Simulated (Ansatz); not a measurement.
Consider the hydrogenolysis of a C–Br bond: `FC(Cl)(Cl)Br` + H₂ → `FC(Cl)Cl` + HBr.

Calculated with Ansatz (gas phase, PBE0-D4/def2-TZVP geometries, no zero-point term in ΔE). CCSD(T)/CBS adds triple-zeta CCSD(T) − MP2 to the extrapolated MP2 energy (def2 sets, frozen cores). This one scheme is used for every species. Functionals use def2-TZVPP. HSE06 is defined as in plane-wave codes. For Br outer-core shells are correlated without core-valence functions, which leaves a few kJ/mol of doubt a bond. Scalar relativity is left out up to krypton.

```csv
level,ΔE (eV)
LDA (SPW92),-0.97
ωB97M-V,-1.08
HSE06,-1.15
CCSD/CBS(def2),-1.16
```

Question: What does CCSD(T)/CBS give? (An estimate is asked.)

Answer: The calculation gave: -1.07 eV. The listed levels differ from it by 0.10, -0.01, -0.08, -0.09 eV.

Largest T1 diagnostic among the species: 0.011.

From BLYP to BHLYP (50 % exact exchange), in def2-TZVPP and without D4, ΔE moves by −0.21 eV. The D4 term adds +0.12 eV with B3LYP and +0.06 eV with PBE0; it sums over pairs of atoms, weighted by their polarisabilities, and B3LYP, whose exchange is more repulsive, gets the larger term. At CCSD(T), def2-SVP lies −0.15 eV from the extrapolated value and def2-TZVPP −0.06 eV.

B3LYP here is the variant with VWN-RPA as its local correlation; programs differ in this.
